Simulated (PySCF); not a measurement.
## Peak assignment

Bonds (- single, = double, # triple, : aromatic): O1=C2, C2-C3, C3-C4, C4=C5, C5-Si6, Si6-C7, C7=C8, C8-O9, O9-C4. C2 carries H10; C3 carries H11, H12; C5 carries H13; Si6 carries H14, H15; C7 carries H16; C8 carries H17.

Theoretical values (PySCF): shieldings: GIAO PBE0/pcSseg-1, GFN2-xTB structure. A single conformation, no solvent model, no relativistic terms, rapidly exchanging positions averaged.

Chemical shifts δ = σref − σ; 13C and 1H vs TMS, all at this level.

Q: Assign these signals to the numbered atoms. 13C{1H} NMR (computed): δ 199.9, 164.3, 161.3, 100.0, 98.8, 60.1.

A: 
199.9 → C2, aldehyde carbonyl carbon: low-lying n→π* states of the double bond to the heteroatom give a large paramagnetic term (-262 ppm)
164.3 → C4, alkene carbon bearing oxygen: an sp2 carbon further deshielded by the attached heteroatom
161.3 → C8, alkene carbon bearing oxygen
100.0 → C5, β carbon of an enol-ether or enamine type C=C: the O or N lone pair pushes π density onto this β carbon and shields it
98.8 → C7, β carbon of an enol-ether or enamine type C=C
60.1 → C3, sp3 CH2 α to a carbonyl

C5 and C7 lie closer than the usual error of such a calculation, so a measured spectrum could show them in the other order.

Q: Assign these signals to the numbered atoms. 1H NMR (300 MHz, computed): δ 9.83 (t, 1H), 7.39 (d, 1H), 5.23 (m, 1H), 5.21 (t, 1H), 4.93 (m, 2H), 3.18 (d, 2H).

A: 
| δ (ppm) | atoms | environment | reason |
| --- | --- | --- | --- |
| 9.83 | H10 | hydrogen on an aldehyde carbonyl carbon | the formyl region, downfield of aromatic protons |
| 7.39 | H17 | hydrogen on an alkene carbon bearing oxygen | olefinic region |
| 5.23 | H16 | hydrogen on a β carbon of an enol-ether or enamine type C=C | attached to an sp2 carbon and in the plane of the double bond |
| 5.21 | H13 | hydrogen on a β carbon of an enol-ether or enamine type C=C | – |
| 4.93 | H14/H15 | hydrogen on a silicon bonded to 2 C, in a 6-membered ring | – |
| 3.18 | H11/H12 | hydrogen on an sp3 CH2 α to a carbonyl | α to C=O |

H16 and H13 lie closer than the usual error of such a calculation, so a measured spectrum could show them in the other order.

Shifts are as computed. Against solution values, carbons near 30 ppm lie about +3 ppm off and those near 130 ppm about +5 ppm. Of 1211 compounds with measured shifts, 218 miss one by over three times the rms of a fit or turn the order of signals round; such compounds aren't used in these exercises. No couplings were computed; multiplicities are counted from neighbouring protons, with m where these are inequivalent, close in shift, in a saturated or five-membered ring or joined by F or P, and br s for small geminal =CH2 splittings.
